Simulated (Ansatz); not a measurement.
A made-up structure of AlBH₃Br, singlet:

```tsv
atom	x (Å)	y (Å)	z (Å)
B1	-0.7291	0.2739	-0.8795
Al2	0.5168	0.0124	0.8051
Br3	1.6652	-1.9483	0.8327
H4	0.5605	0.1868	2.3144
H5	-0.3386	0.7802	-1.8929
H6	0.7521	0.9846	2.0324
```

It is relaxed with PBE-D4/def2-SVP and then PBE0-D4/def2-TZVP (Ansatz 0.2.0). Atoms count as bonded within 1.22 times the sum of their covalent radii (H–H: 0.88 Å). The end point is not checked to be a true minimum.

Q: Does its bonding change? (Judge from chemistry; the calculation decides.)

A: By the calculation: Yes. Formed: B1–H4, B1–H6; broken: Al2–H4, Al2–H6, H4–H6.

Where it ends: The first stage lowers the energy by 5.06 eV in 29 steps. It ends as AlBH₃Br ([BH3][Al][Br]):
B1  (-0.236, 0.764, 0.403)
Al2  (1.141, -0.778, 0.693)
Br3  (2.639, -2.448, 0.996)
H4  (-1.265, 0.167, 0.608)
H5  (0.017, 1.049, -0.743)
H6  (0.132, 1.536, 1.255)
(Å)

Labels in which every atom is bracketed show which atoms are joined, not bond orders.

For scale, one of the runs: PBE0-D4/def2-TZVP relaxation, 134 basis functions, launched by `ansatz run in.yaml --threads 2 --pin off --events-out ev --progress --plain --max-ram 4352MiB`. Hardware: 2 CPU threads of an Arm Neoverse V2, shared host. Wall time about 31 s.
